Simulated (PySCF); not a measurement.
## Manganese: a sound run and one with changed settings

Sound run: Mn+ [Ar] 3d5 4s1, Mn(2+) [Ar] 3d5. All numbers are calculated (PySCF 2.14, scalar relativity by spin-free X2C-1e, in cc-pVDZ-DK). In the sound run the correlated levels freeze [Ar]. The sound run starts from symmetry-adapted Hartree-Fock orbitals and uses a fine grid where one is needed.

Changed run: all electrons correlated in a basis built for the valence shell.

```
species  method  sound run (hartree)  changed run (hartree)  converged
    Mn+     MP2          -1157.22907            -1157.42251        yes
 Mn(2+)     MP2          -1156.66770            -1156.85031        yes
```

Ionisation energy of Mn+:

```
 method  sound run (eV)  changed run (eV)
    UHF          14.885            14.885
    MP2          15.276            15.571
SCS-MP2          15.016            15.337
```

A valence basis has no tight correlating functions, so it recovers only part of the core correlation, and not evenly between atom and ion.

For comparison, NIST gives 15.640 eV between the lowest levels.
